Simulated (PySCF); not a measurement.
Molecule: `C(#N)[SiH2]O`, CH3NOSi.

Bonds (- single, = double, # triple, : aromatic): N1#C2 1.160 Å, C2-Si3 1.867 Å, Si3-O4 1.651 Å. Si3 carries H5, H6; O4 carries H7.

Geometry PBE0-D3(BJ)/def2-SVP throughout; GIAO in PySCF 2.14, gas phase, one conformer, non-relativistic; equivalent atoms averaged; functional PBE0.

Q: How do the absolute shieldings σ depend on the basis set? (ppm; last column core-seconds on shared hosts with different chips, so compare them loosely)

A: 
```csv
basis set,functions,N1,C2,Si3,O4,H5/H6,H7,core-s
pcSseg-0,46,-111.9,55.8,422.0,349.9,26.93,32.47,5.2
6-31G*,66,-59.5,80.6,453.6,316.2,26.85,31.01,7.3
cc-pVDZ,75,-66.1,79.0,471.2,328.3,26.52,30.60,8.3
def2-SVP,75,-68.9,76.4,468.7,325.5,26.52,30.44,7.8
pcSseg-1,90,-104.0,58.1,404.5,316.9,26.42,30.04,4.6
aug-cc-pVDZ,123,-60.1,74.0,465.2,320.9,26.25,30.82,14
"6-311+G(2d,p)",134,-89.2,61.4,396.6,308.9,26.33,30.81,15
def2-TZVP,148,-93.7,60.7,385.3,308.3,26.31,30.65,17
cc-pVTZ,166,-92.7,62.8,405.7,315.3,26.32,30.26,20
IGLO-III,179,-99.7,54.6,401.1,307.2,26.25,30.49,20
```

Q: Which nucleus moves most, in ppm?

A: Si3 (silicon bonded to C, O, 2 H): from 385.3 ppm with def2-TZVP to 471.2 ppm with cc-pVDZ. The smallest spread is 0.68 ppm, at H5/H6. Proton shifts span only some 12 ppm, so a few tenths of a ppm matter as much there as several ppm in carbon.

Q: Taking the largest basis, IGLO-III (179 functions), as the yardstick, rank the others by their worst heavy-atom deviation.

A: cc-pVTZ 8.3 ppm (166 functions), pcSseg-1 9.7 ppm (90 functions), 6-311+G(2d,p) 10.5 ppm (134 functions), def2-TZVP 15.8 ppm (148 functions), pcSseg-0 42.7 ppm (46 functions), 6-31G* 52.5 ppm (66 functions), aug-cc-pVDZ 64.1 ppm (123 functions), def2-SVP 67.6 ppm (75 functions), cc-pVDZ 70.1 ppm (75 functions).

A small basis that lands close on one nucleus may do so by chance; judge by the trend and by all nuclei.
